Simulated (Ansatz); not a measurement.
System: sum formula NbO₂Cl (charge 0, singlet). 
Coordinates optimised at B3LYP-D3(BJ)/def2-TZVP (Ansatz, a quantum-chemistry and plane-wave program):
```xyz
4

Nb     0.2552     0.0114     0.3311
O      1.6675    -0.7496    -0.2726
O     -0.4929    -1.0963     1.4042
Cl    -1.1682     0.8412    -1.3312
```

Total electronic energies in hartree. Valence correlation only, unless marked. No spin-orbit coupling. Frozen are the shells of the preceding noble gas and the d and f shells that filled before the atom's block. Past Kr the def2 sets carry scalar-relativistic core potentials. STO-3G rows are all-electron and non-relativistic. Basis-set limits of correlation are two-point, X^-3; Hartree-Fock from the larger set. [CCSD(T)-MP2]/basis is that difference in the basis named. The program attaches cautions to a run behind CCSD/STO-3G: large difference.

The T1 diagnostic of CCSD in the largest basis is 0.030, which is high, so the coupled-cluster rows are less sure than usual.

```
level                                                                 program  energy (Eh)
-------------------------------------------------------------  --------------  -----------
HF/def2-TZVPP                                                          Ansatz   -665.78362
RI-HF/def2-TZVPPD                                                      Ansatz   -665.78495
PBE0/STO-3G                                                            Ansatz  -4320.99177
CAM-B3LYP/def2-TZVPD                                                   Ansatz   -667.77351
LC-wPBE/def2-TZVPD                                                     Ansatz   -667.63653
B2PLYP-D3(BJ)/def2-TZVPD                                       Ansatz + dftd3   -667.49010
RI-MP2/def2-TZVPP                                                      Ansatz   -666.68179
RI-MP2/def2-QZVPP                                                      Ansatz   -666.76798
RI-MP2/CBS(def2-TZVPP,def2-QZVPP)                                      Ansatz    -666.8138
SCS-MP2/def2-SVP                                                       Ansatz   -666.09438
SCS-MP2/def2-TZVPP                                                     Ansatz   -666.64080
CCSD/STO-3G                                                            Ansatz  -4318.73061
CCSD/def2-SVPD                                                         Ansatz   -666.14351
CCSD(T)/def2-TZVPPD                                                    Ansatz   -666.69919
RI-MP2/CBS(def2-TZVPPD,def2-QZVPPD)+[CCSD(T)-MP2]/def2-TZVPPD          Ansatz    -666.8233
```

Totals of different functionals don't rank their quality; only differences between species are comparable.
